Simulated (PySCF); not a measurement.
Atom-mapped SMILES (the numbers label the heavy atoms): `[CH3:1][CH:2]([CH3:3])[CH:4]1[CH2:5][S:6][CH2:7][S:8][CH2:9]1`. Hydrogens are named by the atom that carries them. Ha(C5), Ha(C7), Ha(C9) are cis to C2 on the ring; Hb(C5), Hb(C7), Hb(C9) are trans to C2 on the ring.

[PySCF 2.14: PBE0-D3(BJ)/def2-SVP geometry; shieldings: GIAO CAM-B3LYP/pcSseg-1; in vacuum; a single conformation; fast rotation and ring inversion assumed for equivalent nuclei; relativity neglected]

Shifts are taken against calculated references (same method and geometry level): 13C and 1H against TMS; 33S against CS2.

```json
{"atoms": "H(C1)/H(C3)", "nucleus": "1H", "count": "6", "δ (ppm)": "0.87"}
{"atoms": "C7", "nucleus": "13C", "count": "1", "δ (ppm)": "40.3"}
{"atoms": "Hb(C5)/Hb(C9)", "nucleus": "1H", "count": "2", "δ (ppm)": "?"}
{"atoms": "C1/C3", "nucleus": "13C", "count": "2", "δ (ppm)": "?"}
{"atoms": "C2", "nucleus": "13C", "count": "1", "δ (ppm)": "37.2"}
{"atoms": "C4", "nucleus": "13C", "count": "1", "δ (ppm)": "45.8"}
{"atoms": "S6/S8", "nucleus": "33S", "count": "2", "δ (ppm)": "32"}
{"atoms": "C5/C9", "nucleus": "13C", "count": "2", "δ (ppm)": "37.0"}
{"atoms": "H(C4)", "nucleus": "1H", "count": "1", "δ (ppm)": "?"}
{"atoms": "Ha(C7)", "nucleus": "1H", "count": "1", "δ (ppm)": "3.66"}
{"atoms": "H(C2)", "nucleus": "1H", "count": "1", "δ (ppm)": "1.19"}
{"atoms": "Hb(C7)", "nucleus": "1H", "count": "1", "δ (ppm)": "?"}
{"atoms": "Ha(C5)/Ha(C9)", "nucleus": "1H", "count": "2", "δ (ppm)": "2.33"}
```

Q: Estimate the values marked ?.

A: 
- C1/C3: 19.7 ppm, methyl carbon; aliphatic region, no heteroatom directly attached
- Hb(C7): 2.88 ppm, hydrogen on an sp3 CH2 bonded to 2 S
- Hb(C5)/Hb(C9): 2.11 ppm, hydrogen on an sp3 CH2 bonded to S
- H(C4): 1.33 ppm, hydrogen on an sp3 CH in a ring

Shifts are as computed, not scaled to solution data. Of 1211 compounds with measured shifts, 218 miss one by over three times the rms of a fit or turn the order of signals round; such compounds aren't used in these exercises.
